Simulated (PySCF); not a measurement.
**Xe²⁺: ionisation energy**

Xe²⁺ [Kr] 4d10 5s2 5p4 (3P) → Xe³⁺ [Kr] 4d10 5s2 5p3 (4S), as a difference of total energies. Calculation: PySCF 2.14, in aug-cc-pVTZ-PP with one added diffuse shell each of d, f type with ECP28MDF (6s5p5d3f, 67 functions); scalar relativity through the core potential. Correlated levels: valence: 4s2 4p6 4d10 frozen. The calculations carry no spin-orbit coupling.

Q: Order these methods by the ionisation energy they give, lowest first.
A. PBEsol
B. LDA
C. M06
D. SCS-MP2 (valence)

A: D (30.069 eV), C (30.422 eV), A (30.483 eV), B (30.812 eV).

The reference lies between the lowest fine-structure levels, while these numbers refer to the centres of the terms.

Errors of the correlated levels include the incompleteness of this basis and the frozen core.

For comparison: 31.05 ± 0.04 eV (semi-empirical (NIST evaluation); NIST Atomic Spectra Database, ionization energies).
